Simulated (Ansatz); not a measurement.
Ag2Br, relaxed as a doublet with UKS r2SCAN-D4/def2-TZVP in Ansatz, starting from the GFN2-xTB geometry. Force threshold 0.02 eV/Å.

In the def2 sets Ag takes a core potential; there is no spin–orbit coupling. The relaxation made no stability test and no search for a lower SCF solution. No other spin state of charge 0 was run. Another isomer (doublet) lies 0.16 eV lower at PBE0-D4/def2-TZVP; other spin states weren't run for this one.

Start:

```csv
atom,x (Å),y (Å),z (Å)
Ag1,-1.420,-0.544,-1.731
Ag2,1.215,0.009,2.186
Br3,0.205,0.534,-0.455
```

| step | energy (eV) | largest force component (eV/Å) | SCF passes |
| --- | --- | --- | --- |
| 1 | -78049.0621 | 1.239 | 21 |
| 2 | -78049.1767 | 0.671 | 26 |
| 3 | -78049.2952 | 0.158 | 27 |
| 4 | -78049.3028 | 0.091 | 22 |
| 5 | -78049.3088 | 0.110 | 27 |
| 6 | -78049.3132 | 0.006 | 22 |
| 7 | -78049.3137 | 0.021 | 21 |
| 8 | -78049.3140 | 0.029 | 22 |
| 9 | -78049.3141 | 0.008 | 22 |

Force components are those of the run's own axes.

End:

```
atom   x (Å)   y (Å)   z (Å)
 Ag1  -1.428  -0.340  -2.060
 Ag2   1.414   0.314   2.074
 Br3   0.014   0.026  -0.014
```

By distances, no bond broke or formed. The bond that changes most is Ag2–Br3, from 2.88 to 2.53 Å (atoms count from 1).

The force fell under the threshold at step 6, but the optimiser went on. No frequencies were taken in this run, so the end may be a saddle point.

Run time 32 s (4 threads of Arm Neoverse V2 on a shared host).
